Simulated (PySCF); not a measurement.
A calculated (B2PLYP, PySCF 2.14, x2c-QZVPPall with one added diffuse shell each of s, p, d, f type, the spin-free X2C one-electron Hamiltonian (Gaussian nucleus)) atom or ion has these occupied shells.

| shell | electrons | orbital energy (eV) | rms radius, mean of both spins (bohr) |
| --- | --- | --- | --- |
| 1s α | 1 | -2813.6 | 0.105 |
| 1s β | 1 | -2813.0 | 0.105 |
| 2s α | 1 | -274.78 | 0.482 |
| 2s β | 1 | -273.94 | 0.482 |
| 2p α | 3 | -208.79 | 0.452 |
| 2p β | 3 | -208.29 | 0.452 |
| 3s α | 1 | -27.694 | 1.63 |
| 3p α | 3 | -12.873 | 2.01 |
| 3p β | 3 | -10.530 | 2.01 |

Q: Name the element and its charge.

A: Cl (chlorine, neutral), in [Ne] 3s1 3p6, 2S determinant (an excited configuration).
